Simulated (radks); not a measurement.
Question: These are the eigenvalues of the occupied orbitals of an atom or ion with whole-number occupations (eV). Method: scalar-relativistic Kohn-Sham, PBEsol, spin-polarised, spherical densities, finite nucleus; Fermi nuclear charge, rms radius of each element as measured or else 0.836 A^(1/3) + 0.57 fm; computed with a radial shooting solver on a logarithmic mesh with Libxc functionals.

1s up: -71757.54
1s down: -71757.22
2s up: -12563.11
2s down: -12562.92
2p up: -10986.75
2p down: -10986.53
3s up: -3018.523
3s down: -3018.336
3p up: -2553.464
3p down: -2553.263
3d up: -2025.343
3d down: -2025.144
4s up: -742.7339
4s down: -742.3859
4p up: -590.0802
4p down: -589.6883
4d up: -398.2806
4d down: -397.7695
5s up: -221.8758
4f up: -184.5821
4f down: -183.7589
5p up: -179.5265
5p down: -176.9227

Which element is it, and in what charge state? The configuration may be excited. Open shells, if any, are filled with parallel spins first.

Answer: Z = 75, rhenium, charge +9: Re9+ in [Kr] 4d10 4f14 5s1 5p5. The list shows which subshells hold electrons but not how many an open one holds; the 1s level, -2637 hartree, gives Z - s = 72.6 by -(Z - s)^2/2, which with screening and relativity narrows Z to a few neighbours, and the depths of the outer levels then fix element, charge and occupations together.
